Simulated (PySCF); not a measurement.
Screening by computed properties: pick the candidate that meets the target.

All species are isolated and taken at one optimised geometry, non-relativistic unless stated. Electronic properties by PySCF.

The conformers computed, where there is a choice (atom-mapped SMILES and torsion angles):
- `[NH2:1][SiH2:2][NH:3][c:4]1[cH:5][cH:6][cH:7][cH:8][cH:9]1`: N1–Si2–N3–C4 162°, Si2–N3–C4–C5 7°, H–N1–Si2–N3 -74°, H–N1–Si2–N3 139°
- `[CH3:1][S:2][GaH:3][CH:4]1[CH2:5][CH2:6]1`: C1–S2–Ga3–C4 -177°, S2–Ga3–C4–C5 -31°
- `[O:1]=[CH:2][GeH2:3][SH:4]`: O1–C2–Ge3–S4 2°, H–S4–Ge3–C2 -2°
- `[CH3:1][CH2:2][CH2:3][CH2:4][CH:5]=[O:6]`: C1–C2–C3–C4 180°, C2–C3–C4–C5 -178°, C3–C4–C5–O6 1°

(1) Wanted: vertical ionisation energy above 9 eV (ΔSCF CAM-B3LYP/def2-SVPD) and electronic spatial extent ⟨r²⟩ about the centre of nuclear charge below 550 bohr² (CAM-B3LYP/def2-SVPD), at PBE0-D3(BJ)/def2-SVP geometries. Which candidate meets both?
A. `O=[CH][GeH2][SH]`
B. `C[S][GaH][CH]1CC1`
C. `C1CCOCC1`
D. `O=[C]([GeH3])C`
E. `c1cc(ccc1)N[SiH2]N`

(2) Wanted: static isotropic polarisability below 63 au (CAM-B3LYP/def2-SVPD) and HOMO–LUMO gap above 8.2 eV (CAM-B3LYP/def2-SVPD), at PBE0-D3(BJ)/def2-SVP geometries. Which candidate meets both?
A. `C[C](=O)[GeH3]`
B. `N[SiH2]NC1=CC=CC=C1`
C. `Cc1cccc(=O)o1`
D. `CCCCC=O`

(3) Wanted: dipole moment between 1.4 D and 2.4 D (CAM-B3LYP/def2-SVPD) and HOMO energy below -8.1 eV (CAM-B3LYP/def2-SVPD), at PBE0-D3(BJ)/def2-SVP geometries. Which candidate meets both?
A. `c1(N[SiH2]N)ccccc1`
B. `CCCCC=O`
C. `C[S][GaH][CH]1CC1`
D. `C[C](=O)[GeH3]`
E. `Cc1cccc(=O)o1`
F. `C1CCOCC1`

(4) Wanted: lowest singlet excitation above 5 eV (TDDFT CAM-B3LYP/def2-SVPD) and smallest rotational constant above 2 GHz (PBE0-D3(BJ)/def2-SVP), at PBE0-D3(BJ)/def2-SVP geometries. Which candidate meets both?
A. `O=[CH][GeH2][SH]`
B. `C[C](=O)[GeH3]`
C. `Cc1cccc(=O)o1`
D. `c1ccc(N[SiH2]N)cc1`
E. `C[S][GaH][CH]1CC1`
F. `C1CCCOC1`

Answers

(1) C. Computed values:
```csv
species,vertical ionisation energy,electronic spatial extent ⟨r²⟩ about the centre of nuclear charge
c1cc(ccc1)N[SiH2]N,7.65 eV,1871 bohr²
C[S][GaH][CH]1CC1,8.93 eV,1240 bohr²
O=[C]([GeH3])C,9.19 eV,555 bohr²
C1CCOCC1,9.50 eV,543 bohr²
O=[CH][GeH2][SH],9.67 eV,619 bohr²
```

(2) A. Computed values:
| species | static isotropic polarisability | HOMO–LUMO gap |
| --- | --- | --- |
| C[C](=O)[GeH3] | 61.5 au | 8.38 eV |
| CCCCC=O | 65.4 au | 9.49 eV |
| Cc1cccc(=O)o1 | 78.3 au | 7.42 eV |
| N[SiH2]NC1=CC=CC=C1 | 113.7 au | 8.01 eV |

(3) F. Computed values:
```csv
species,dipole moment,HOMO energy
C[S][GaH][CH]1CC1,1.18 D,-8.17 eV
C1CCOCC1,1.55 D,-8.66 eV
c1(N[SiH2]N)ccccc1,2.21 D,-7.08 eV
C[C](=O)[GeH3],2.66 D,-8.34 eV
CCCCC=O,2.85 D,-8.95 eV
Cc1cccc(=O)o1,5.02 D,-8.07 eV
```

(4) F. Computed values:
```
           species  lowest singlet excitation  smallest rotational constant
  O=[CH][GeH2][SH]                    3.48 eV                     1.848 GHz
    C[C](=O)[GeH3]                    3.68 eV                     2.189 GHz
     Cc1cccc(=O)o1                    4.53 eV                     1.313 GHz
c1ccc(N[SiH2]N)cc1                    4.89 eV                     0.592 GHz
 C[S][GaH][CH]1CC1                    5.22 eV                     0.974 GHz
          C1CCCOC1                    7.21 eV                     2.620 GHz
```
